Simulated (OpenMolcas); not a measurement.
Co3+ among 3 point charges of -2 e arranged as a planar triangle (D3h), 2.09 Å from the ion.
```
   2.0900    0.0000    0.0000  -2.00
  -1.0450    1.8100    0.0000  -2.00
  -1.0450   -1.8100    0.0000  -2.00
```

```yaml
Program: OpenMolcas 26.06
Method: "SS-CASPT2, IPEA 0.25 Eh, imaginary shift 0.1 Eh (closed shells correlated: 3s 3p)"
Basis: ANO-RCC-VDZP [5s4p2d1f]
Scalar_Hamiltonian: DKH2, point nucleus
Active_space: 6 electrons in 5 orbitals (3d)
State_averaging: 2S+1 = 5 even, 5 roots; 2S+1 = 3 even, 45 roots; 2S+1 = 1 even, 50 roots
Spin-orbit_coupling: state interaction with AMFI integrals over the reference wave functions
```

Task: What is the spin-free ground state (labels of D3, the rotations of D3h)?

Result: 5A1, 1-fold in its orbital part, 100 % from free-ion D terms; it has the highest spin that d6 allows.

Task: Where is the first state of the same spin?

Result: 5E at 1630 cm-1 above the ground state.

Task: What are the lowest two levels with spin-orbit coupling?

Result: A 1-fold level A1, then a 2-fold level E 33 cm-1 above it. Their leading multiplicities are 5 (100 %) and 5 (100 %).

Task: What is χT at 300 K, and how does it compare with the textbook value?

Result: The lowest level has 2S+1 = 5, for which the spin-only value is χT = S(S+1) / 2 = 3.000 cm3 K/mol (g = 2). The computed 4.222 at 300 K differs by +1.222, through orbital momentum, spin-orbit coupling and any other state in reach.

Roots that are degenerate in the reference are averaged as groups; the widest CASPT2 spread within a group is 110 cm-1 (the 2-fold group of multiplicity 5 near 8110 cm-1 above the lowest state of its run). Shifts and gaps below about the spread of the groups concerned are not significant. Point charges give a weaker field than real ligands, and real ions of this kind are often low spin; the high spin found here belongs to the model. Free-ion shares, where given, are those of the reference states; single-state CASPT2 does not remix them. This is an electrostatic model: the charges have no orbitals. An unlabelled pair can be two single states that coincide in this model. No measured value stands beside these numbers.
